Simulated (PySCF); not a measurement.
Atomic charges against the basis set

Species: C4H10Si.
Geometry (PBE0-D3(BJ)/def2-SVP, Å), atoms numbered from 1 in this order:
```xyz
15
C4H10Si angstrom
C      2.1811    0.5679    0.3745
Si     0.4013    0.6304   -0.2147
C     -1.0277    0.2297    0.9683
C     -1.6564   -0.5642   -0.2084
C     -0.3972   -0.8662   -1.0642
H      2.4048    1.4257    1.0284
H      2.3748   -0.3550    0.9423
H      2.8807    0.6008   -0.4756
H      0.1644    1.9027   -0.9716
H     -0.6912   -0.4495    1.7696
H     -1.6520    1.0137    1.4195
H     -2.3397    0.0913   -0.7733
H     -2.2414   -1.4517    0.0877
H     -0.5427   -0.9208   -2.1523
H      0.0885   -1.7999   -0.7336
```

PBE0 throughout (PySCF), one geometry, spherical d and f functions. Isolated species at its PBE0-D3(BJ)/def2-SVP geometry (one conformer only). Atoms taken as equivalent share a column and are averaged. The first 7 of 10 kinds of atom are listed.

Mulliken charges (e):

```
        basis  functions      C1     Si2   C3/C5      C4  H6/H7/H8      H9  H10/H15
       STO-3G         39  -0.402  +0.684  -0.306  -0.153    +0.075  -0.126   +0.062
        6-31G         69  -0.822  +0.889  -0.620  -0.356    +0.193  -0.127   +0.184
     pcSseg-0         69  -1.193  +1.353  -0.968  -0.501    +0.260  -0.055   +0.264
       6-31G*         94  -0.770  +0.633  -0.542  -0.363    +0.197  -0.086   +0.180
      cc-pVDZ        124  -0.271  +0.358  -0.204  -0.066    +0.064  -0.064   +0.048
     def2-SVP        124  -0.351  +0.513  -0.291  -0.083    +0.077  -0.085   +0.063
6-311+G(2d,p)        203  -0.765  +0.848  -0.541  -0.172    +0.161  -0.081   +0.138
  aug-cc-pVDZ        209  +0.393  +0.434  +0.545  +0.530    -0.269  +0.316   -0.360
    def2-TZVP        221  -0.492  +0.290  -0.340  -0.173    +0.140  -0.040   +0.110
     IGLO-III        284  -0.607  +0.850  -0.515  -0.164    +0.137  -0.197   +0.140
      cc-pVTZ        294  -0.397  +0.326  -0.294  -0.148    +0.105  -0.055   +0.090
     pcSseg-2        327  -0.267  +0.555  -0.323  -0.056    +0.049  -0.130   +0.059
```

IAO charges (e):

| basis | functions | C1 | Si2 | C3/C5 | C4 | H6/H7/H8 | H9 | H10/H15 |
| --- | --- | --- | --- | --- | --- | --- | --- | --- |
| STO-3G | 39 | -0.639 | +0.874 | -0.501 | -0.258 | +0.134 | -0.115 | +0.122 |
| 6-31G | 69 | -0.711 | +0.794 | -0.536 | -0.259 | +0.162 | -0.102 | +0.144 |
| pcSseg-0 | 69 | -0.717 | +0.818 | -0.550 | -0.267 | +0.163 | -0.100 | +0.147 |
| 6-31G* | 94 | -0.712 | +0.895 | -0.543 | -0.245 | +0.155 | -0.133 | +0.137 |
| cc-pVDZ | 124 | -0.710 | +0.892 | -0.542 | -0.246 | +0.154 | -0.132 | +0.137 |
| def2-SVP | 124 | -0.704 | +0.908 | -0.541 | -0.240 | +0.152 | -0.138 | +0.134 |
| 6-311+G(2d,p) | 203 | -0.734 | +0.929 | -0.562 | -0.254 | +0.159 | -0.139 | +0.141 |
| aug-cc-pVDZ | 209 | -0.723 | +0.898 | -0.552 | -0.252 | +0.158 | -0.132 | +0.140 |
| def2-TZVP | 221 | -0.737 | +0.940 | -0.565 | -0.254 | +0.160 | -0.142 | +0.141 |
| IGLO-III | 284 | -0.738 | +0.939 | -0.565 | -0.255 | +0.160 | -0.141 | +0.142 |
| cc-pVTZ | 294 | -0.735 | +0.926 | -0.562 | -0.254 | +0.160 | -0.138 | +0.142 |
| pcSseg-2 | 327 | -0.737 | +0.938 | -0.565 | -0.254 | +0.160 | -0.141 | +0.141 |

Hirshfeld charges (e):

```
        basis  functions      C1     Si2   C3/C5      C4  H6/H7/H8      H9  H10/H15
       STO-3G         39  -0.124  +0.390  -0.115  -0.023    +0.014  -0.088   +0.004
        6-31G         69  -0.195  +0.327  -0.159  -0.055    +0.044  -0.088   +0.032
     pcSseg-0         69  -0.196  +0.367  -0.158  -0.056    +0.040  -0.086   +0.027
       6-31G*         94  -0.195  +0.315  -0.159  -0.053    +0.045  -0.090   +0.034
      cc-pVDZ        124  -0.205  +0.354  -0.163  -0.062    +0.044  -0.092   +0.033
     def2-SVP        124  -0.207  +0.361  -0.166  -0.063    +0.044  -0.093   +0.033
6-311+G(2d,p)        203  -0.211  +0.365  -0.172  -0.075    +0.045  -0.087   +0.036
  aug-cc-pVDZ        209  -0.220  +0.370  -0.177  -0.079    +0.046  -0.086   +0.038
    def2-TZVP        221  -0.214  +0.361  -0.173  -0.074    +0.046  -0.088   +0.037
     IGLO-III        284  -0.216  +0.363  -0.174  -0.077    +0.046  -0.085   +0.037
      cc-pVTZ        294  -0.215  +0.361  -0.172  -0.072    +0.046  -0.089   +0.036
     pcSseg-2        327  -0.221  +0.369  -0.177  -0.078    +0.047  -0.088   +0.038
```

ESP-fitted charges (e):

| basis | functions | C1 | Si2 | C3/C5 | C4 | H6/H7/H8 | H9 | H10/H15 |
| --- | --- | --- | --- | --- | --- | --- | --- | --- |
| STO-3G | 39 | -0.693 | +0.705 | -0.428 | +0.033 | +0.161 | -0.130 | +0.113 |
| 6-31G | 69 | -0.806 | +0.715 | -0.548 | +0.153 | +0.200 | -0.161 | +0.154 |
| pcSseg-0 | 69 | -1.007 | +0.954 | -0.701 | +0.217 | +0.241 | -0.191 | +0.188 |
| 6-31G* | 94 | -0.817 | +0.690 | -0.531 | +0.150 | +0.204 | -0.154 | +0.153 |
| cc-pVDZ | 124 | -0.749 | +0.650 | -0.475 | +0.174 | +0.186 | -0.150 | +0.132 |
| def2-SVP | 124 | -0.763 | +0.694 | -0.501 | +0.187 | +0.188 | -0.160 | +0.137 |
| 6-311+G(2d,p) | 203 | -0.885 | +0.769 | -0.542 | +0.194 | +0.217 | -0.170 | +0.148 |
| aug-cc-pVDZ | 209 | -0.865 | +0.761 | -0.525 | +0.191 | +0.211 | -0.173 | +0.142 |
| def2-TZVP | 221 | -0.885 | +0.773 | -0.539 | +0.198 | +0.216 | -0.173 | +0.146 |
| IGLO-III | 284 | -0.864 | +0.765 | -0.526 | +0.189 | +0.210 | -0.174 | +0.142 |
| cc-pVTZ | 294 | -0.852 | +0.749 | -0.520 | +0.189 | +0.208 | -0.170 | +0.141 |
| pcSseg-2 | 327 | -0.876 | +0.786 | -0.543 | +0.191 | +0.213 | -0.178 | +0.146 |

Some averages cover members that differ in this geometry, most widely: H6/H7/H8, Mulliken in aug-cc-pVDZ -0.291 to -0.224 e.

Which scheme is steadiest as the basis changes?

Largest range over the bases for any column: Hirshfeld 0.10 e, IAO 0.15 e, ESP-fitted 0.31 e, Mulliken 1.59 e. Hirshfeld charges move least and Mulliken charges most, counted in e. Without the minimal STO-3G basis the ranges are Hirshfeld 0.06, IAO 0.15, ESP-fitted 0.30, Mulliken 1.59 e.

How much do the charges still move between the two largest bases, cc-pVTZ and pcSseg-2?

At most, over all atoms: Mulliken 0.229 e, IAO 0.012 e, Hirshfeld 0.008 e, ESP-fitted 0.037 e.

What do the same runs give for the total energy, the frontier levels and the dipole moment?

```json
{"basis": "STO-3G", "energy (Eh)": "-442.4317", "HOMO (eV)": "-5.89", "LUMO (eV)": "7.20", "μ (D)": "0.72"}
{"basis": "6-31G", "energy (Eh)": "-447.5244", "HOMO (eV)": "-7.50", "LUMO (eV)": "1.64", "μ (D)": "0.66"}
{"basis": "pcSseg-0", "energy (Eh)": "-446.9172", "HOMO (eV)": "-7.90", "LUMO (eV)": "1.54", "μ (D)": "0.64"}
{"basis": "6-31G*", "energy (Eh)": "-447.5899", "HOMO (eV)": "-7.39", "LUMO (eV)": "1.56", "μ (D)": "0.67"}
{"basis": "cc-pVDZ", "energy (Eh)": "-447.6134", "HOMO (eV)": "-7.49", "LUMO (eV)": "1.52", "μ (D)": "0.65"}
{"basis": "def2-SVP", "energy (Eh)": "-447.4088", "HOMO (eV)": "-7.57", "LUMO (eV)": "1.54", "μ (D)": "0.68"}
{"basis": "6-311+G(2d,p)", "energy (Eh)": "-447.6662", "HOMO (eV)": "-7.58", "LUMO (eV)": "0.17", "μ (D)": "0.63"}
{"basis": "aug-cc-pVDZ", "energy (Eh)": "-447.6243", "HOMO (eV)": "-7.55", "LUMO (eV)": "-0.01", "μ (D)": "0.62"}
{"basis": "def2-TZVP", "energy (Eh)": "-447.6792", "HOMO (eV)": "-7.55", "LUMO (eV)": "1.00", "μ (D)": "0.63"}
{"basis": "IGLO-III", "energy (Eh)": "-447.6863", "HOMO (eV)": "-7.56", "LUMO (eV)": "0.81", "μ (D)": "0.63"}
{"basis": "cc-pVTZ", "energy (Eh)": "-447.6790", "HOMO (eV)": "-7.55", "LUMO (eV)": "1.14", "μ (D)": "0.64"}
{"basis": "pcSseg-2", "energy (Eh)": "-447.6878", "HOMO (eV)": "-7.57", "LUMO (eV)": "0.68", "μ (D)": "0.63"}
```
